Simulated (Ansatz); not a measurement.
C$_{3}$H$_{7}$BS, SMILES `B/C=C(\C)S`, relaxed with RKS PBE-D4/def2-SVP in the Gaussian-basis code of Ansatz from a rough embedded geometry. The force threshold is 0.03 eV/Å; the program also tests the step.

Total charge 0; spin multiplicity 1.

Start:

```xyz
12

B    -0.195    0.694    1.806
C     0.825    0.301    0.678
C     0.446   -0.033   -0.542
C    -1.037   -0.159   -1.024
S     1.683   -0.464   -1.795
H     0.313    0.973    2.908
H    -1.329    0.682    1.689
H     1.889    0.284    0.874
H    -1.590   -0.877   -0.313
H    -1.506    0.881   -0.846
H    -1.130   -0.426   -2.010
H     1.632   -1.857   -1.424
```

```
         step  energy (eV)  largest force (eV/Å)  largest move (Å)
            1  -14718.6404                 4.863             0.000
            2  -14719.0774                 1.353             0.100
            3  -14719.1343                 0.434             0.137
            4  -14719.2264                 0.240             0.200
            5  -14719.2845                 0.899             0.199
            6  -14719.3736                 0.559             0.200
            7  -14719.4364                 0.635             0.195
            8  -14719.4927                 0.264             0.200
            9  -14719.5189                 0.078             0.200
10 (rejected)  -14719.5062                 0.830             0.120
           11  -14719.5238                 0.028             0.060
           12  -14719.5276                 0.136             0.100
13 (rejected)  -14719.5214                 0.455             0.143
           14  -14719.5340                 0.107             0.071
           15  -14719.5413                 0.132             0.074
           16  -14719.5471                 0.271             0.110
           17  -14719.5700                 0.120             0.169
           18  -14719.5906                 0.060             0.200
19 (rejected)  -14719.5645                 0.823             0.173
           20  -14719.5966                 0.029             0.087
           21  -14719.5972                 0.139             0.099
           22  -14719.6001                 0.007             0.027
```

End:

```xyz
12

B    -0.145    0.996    1.810
C     0.819    0.314    0.844
C     0.472   -0.269   -0.356
C    -0.916   -0.342   -0.925
S     1.764   -1.003   -1.310
H     0.272    1.471    2.852
H    -1.340    1.088    1.579
H     1.894    0.267    1.101
H    -1.231   -1.399   -1.050
H    -1.634    0.168   -0.259
H    -0.954    0.133   -1.928
H     0.999   -1.424   -2.357
```

Run time 43 s (4 threads of a server CPU on a shared host); peak host memory 0.16 GiB.
